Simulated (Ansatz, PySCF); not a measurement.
Na (SMILES [Na]), doublet. Base run: BLYP/cc-pVDZ (PySCF).

Geometry (Å):
```xyz
1

Na     0.0000     0.0000     0.0000
```
Charge 0, spin multiplicity 2.
Orbitals are unrestricted.
All else is at PySCF's defaults.

The same geometry, method and basis name were run in Ansatz (a quantum-chemistry and plane-wave program) and PySCF, at each program's defaults and at the settings that a row names. The base is PySCF at its defaults. Differences at the defaults can come from grids, fitting, cores and function types together.

```tsv
code and settings	ΔE vs base (mEh)	basis functions	E (Eh)	SCF cycles
PySCF, defaults (exact integrals, its default grid, spherical functions)	0.000	18	-162.27654	4
Ansatz, defaults (factorised integrals, its default grid, spherical functions)	0.000	18	-162.27654	-
PySCF, density fitting with def2-universal-jkfit	-0.016	18	-162.27656	4
PySCF, fine grid	0.000	18	-162.27654	4
Ansatz, high accuracy	0.000	18	-162.27654	-
```

Open shells are given as the SCF converged; they aren't shown to be the lowest states, and a large step between rows can be another state.
